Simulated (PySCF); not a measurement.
Cl₂FH₂NSn. Atoms are numbered in the order given.

```xyz
7

N      2.1682    -0.2355    -0.0205
Sn     0.1562    -0.0952     0.1469
F     -0.5385    -0.8793     1.7802
Cl    -0.4925     2.1459     0.1932
Cl    -0.8749    -1.2459    -1.6019
H      2.6375     0.2325     0.7576
H      2.4700    -1.2119    -0.0329
```

Geometry: B3LYP-D3(BJ)/def2-SVP. The structure was generated by enumeration; whether it is a known compound was not checked. The def2 effective core potentials stand for the cores of Sn; spin–orbit coupling is left out. One conformer was computed; it need not be the lowest.

Computed with C-PCM-PBE0/def2-SVP (PySCF).

The values are the electrostatic part of the solvation free energy, E(continuum) − E(gas) at the gas-phase geometry, in a cavity of scaled van der Waals radii (PySCF's table); cavitation and dispersion terms are not included. A continuum can't describe solvent molecules that bind to the metal. In vacuum the orbital gap is 6.03 eV. The dipole moment in vacuum is 2.86 D.

```json
[
 {"solvent": "water", "ε": "78.36", "ΔG(elec) (kcal/mol)": "-7.7", "dipole (D)": "3.66", "gap (eV)": "5.79"},
 {"solvent": "1-octanol", "ε": "9.86", "ΔG(elec) (kcal/mol)": "[?]", "dipole (D)": "[?]", "gap (eV)": "[?]"},
 {"solvent": "chloroform", "ε": "4.71", "ΔG(elec) (kcal/mol)": "-6.0", "dipole (D)": "3.47", "gap (eV)": "5.85"}
]
```

Q: Fill in the missing entries. (Estimate from the structure and the level; the computed values follow.)

A: 
- 1-octanol, ΔG(elec) (kcal/mol): -7.0
- 1-octanol, dipole (D): 3.57
- 1-octanol, gap (eV): 5.82
